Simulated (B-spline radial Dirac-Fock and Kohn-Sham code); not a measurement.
# X-ray form factors of thulium in several charge states

The computed values come from an atomic code on a B-spline grid: relativistic Hartree-Fock (Dirac-Fock) wave functions, averaged over the configuration.

Configurations: Tm²⁸⁺ [Kr] 4d5; Tm²⁹⁺ [Kr] 4d4; Tm³⁰⁺ [Kr] 4d3. The first column is f₀ of Tm²⁸⁺, the others are differences from it.

| s (Å⁻¹) | Tm²⁸⁺ | Δ Tm²⁹⁺ | Δ Tm³⁰⁺ |
| --- | --- | --- | --- |
| 0 | 41.000 | -1.000 | -2.000 |
| 0.05 | 40.921 | -0.994 | -1.989 |
| 0.1 | 40.684 | -0.977 | -1.955 |
| 0.15 | 40.295 | -0.949 | -1.899 |
| 0.2 | 39.761 | -0.911 | -1.824 |
| 0.25 | 39.093 | -0.864 | -1.731 |
| 0.3 | 38.303 | -0.809 | -1.623 |
| 0.35 | 37.407 | -0.748 | -1.503 |
| 0.4 | 36.420 | -0.682 | -1.373 |
| 0.45 | 35.359 | -0.613 | -1.237 |
| 0.5 | 34.242 | -0.543 | -1.099 |
| 0.6 | 31.907 | -0.406 | -0.825 |
| 0.7 | 29.542 | -0.279 | -0.572 |
| 0.8 | 27.254 | -0.171 | -0.356 |
| 0.9 | 25.122 | -0.086 | -0.184 |
| 1 | 23.192 | -0.025 | -0.059 |
| 1.1 | 21.487 | +0.014 | +0.021 |
| 1.2 | 20.002 | +0.034 | +0.064 |
| 1.4 | 17.609 | +0.035 | +0.071 |
| 1.6 | 15.772 | +0.012 | +0.026 |
